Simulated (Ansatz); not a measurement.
BH₅O₃Si (`OB(O)O[SiH3]`), relaxed with RKS PBE-D4/def2-SVP in the Gaussian-basis code of Ansatz from a rough embedded geometry. The force threshold is 0.03 eV/Å; the program also tests the step.

Total charge 0; spin multiplicity 1.

Start:

```xyz
10

O    -0.283   -0.314   -2.079
B     0.279   -0.739   -0.857
O     1.701   -0.947   -0.795
O    -0.508   -1.119    0.289
Si   -0.718    0.306    1.222
H    -0.309    0.745   -2.013
H     2.117   -0.111   -0.425
H    -1.294    1.405    0.467
H    -1.582    0.039    2.438
H     0.597    0.734    1.753
```

**Question.** By how much does the energy fall, and how many steps does the optimiser take? (Best estimate.)

**Answer.** Ansatz gave: 40.17 kcal/mol, in 23 steps, 2 of them rejected.

**Question.** Which bonds change most? (Best estimate.)

**Answer.** Ansatz gave: O1–H6 from 1.062 to 0.973 Å; B2–O3 from 1.438 to 1.375 Å; B2–O4 from 1.441 to 1.379 Å; Si5–H8 from 1.453 to 1.503 Å.

**Question.** Give the relaxed structure. (Best estimate.)

**Answer.** Computed: 
```xyz
10

O    -0.636   -0.224   -1.546
B     0.526   -0.379   -0.831
O     1.654   -0.871   -1.443
O     0.547   -0.036    0.505
Si   -0.723    0.593    1.428
H    -0.523   -0.499   -2.473
H     2.392   -0.923   -0.810
H    -1.193    1.909    0.873
H    -1.874   -0.371    1.490
H    -0.170    0.801    2.807
```
